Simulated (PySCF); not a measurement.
A calculated (M06-L, PySCF 2.14, x2c-SVPall, the spin-free X2C one-electron Hamiltonian (Gaussian nucleus)) atom or ion has these occupied shells.

| shell | electrons | orbital energy (eV) | rms radius, mean of both spins (bohr) |
| --- | --- | --- | --- |
| 1s α | 1 | -19848.5 | 0.0404 |
| 1s β | 1 | -19848.5 | 0.0404 |
| 2s α | 1 | -2835.2 | 0.166 |
| 2s β | 1 | -2834.7 | 0.166 |
| 2p α | 3 | -2533.9 | 0.148 |
| 2p β | 3 | -2533.4 | 0.148 |
| 3s α | 1 | -504.76 | 0.457 |
| 3s β | 1 | -504.46 | 0.457 |
| 3p α | 3 | -404.34 | 0.464 |
| 3p β | 3 | -404.02 | 0.464 |
| 3d α | 5 | -242.23 | 0.455 |
| 3d β | 5 | -241.69 | 0.455 |
| 4s α | 1 | -85.530 | 1.18 |
| 4s β | 1 | -82.096 | 1.18 |
| 4p α | 3 | -58.944 | 1.32 |
| 4p β | 3 | -55.249 | 1.32 |
| 4d α | 4 | -21.767 | 1.83 |

**Question.** Name the element and its charge.

**Answer.** Mo²⁺ (molybdenum, charge +2), in [Kr] 4d4, high-spin 5D determinant.
